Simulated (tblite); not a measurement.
Species: C6H9NSi.
Geometry (GFN2-xTB, Å), atoms numbered from 1 in this order:
```xyz
17
C6H9NSi angstrom
C      2.6701   -0.6965   -0.4390
C      1.5996    0.0675   -0.2368
C      0.2552   -0.4145   -0.0696
C     -0.2296   -1.7038   -0.0830
C     -1.6199   -1.6356    0.1234
C     -1.9350   -0.3153    0.2556
N     -0.8047    0.4466    0.1410
Si    -0.7597    2.1919    0.2657
H      3.6512   -0.2713   -0.5570
H      2.6022   -1.7689   -0.4922
H      1.7143    1.1440   -0.1893
H      0.3449   -2.5980   -0.2239
H     -2.3005   -2.4633    0.1694
H     -2.8881    0.1472    0.4230
H      0.0958    2.5582    1.3951
H     -0.2571    2.7402   -0.9945
H     -2.1456    2.5836    0.5021
```

Computed with GFN2-xTB (tblite): harmonic, unscaled wavenumbers at the GFN2-xTB geometry, gas phase. This tight-binding method is rough: wavenumbers can miss measured ones by several per cent, in bad cases by 10 to 20. Modes of hydrogen on silicon can be 10 to 20 % off. One conformer, not necessarily the lowest.

Harmonic wavenumbers (cm⁻¹): 78.0, 122.6, 144.9, 170.6, 242.3, 262.5, 452.0, 493.6, 544.1, 566.9, 587.6, 601.6, 683.9, 695.8, 766.9, 774.7, 781.1, 799.2, 807.4, 836.7, 860.0, 862.3, 999.6, 1001.9, 1036.5, 1087.7, 1150.2, 1179.2, 1272.3, 1289.4, 1341.4, 1401.6, 1418.9, 1471.6, 1562.2, 1662.4, 2262.7, 2269.0, 2301.4, 3036.6, 3115.0, 3139.5, 3148.7, 3159.3, 3168.9.

A = 2258, B = 1704, C = 982.5 MHz; mass 123.050 u (most abundant isotopes); point group Cs, symmetry number 1.

**Question.** Zero-point energy?

**Answer.** Half the sum of the wavenumbers: 27805 cm⁻¹ = 79.50 kcal/mol.

**Question.** What is S at 273.15 K and 1 bar for an ideal gas of classical rigid rotors and harmonic oscillators?

**Answer.** Translation 39.93, rotation 28.57, vibration 19.56: S = 88.1 cal/(mol K).

**Question.** And Cp and H(273.15 K) − H(0)?

**Answer.** Cp = 32.90 cal/(mol K), of which vibrations give 24.95 (their classical limit is 45 R = 89.4); H(273.15 K) − H(0) = 5.25 kcal/mol without the zero-point energy, 3.08 from vibrations.

**Question.** How do the functions run with temperature in this model?

**Answer.** 
```tsv
T (K)	S (cal/(mol K))	Cp (cal/(mol K))	H − H(0) (kcal/mol)	G − H(0) (kcal/mol)	ln q(vib)
50	56.3	11.1	0.45	-2.37	0.17
100	65.5	15.8	1.12	-5.43	0.86
298.15	91.1	35.6	6.11	-21.04	4.69
373.15	99.9	43.0	9.06	-28.20	6.31
500	114.0	53.3	15.21	-41.77	9.16
750	138.4	67.0	30.39	-73.41	14.75
1000	158.9	75.5	48.27	-110.65	20.02
```

q(vib) and H(0) count from the zero-point level.

**Question.** What must be added to the electronic energy to get the Gibbs energy at 273.15 K and 1 bar?

**Answer.** ZPE + [H(273.15 K) − H(0)] − T·S = 79.50 + 5.25 − 24.05 = 60.70 kcal/mol.

Hindered rotation and anharmonicity are outside this model. Other conformers, if any are populated, would add a mixing term that is left out.
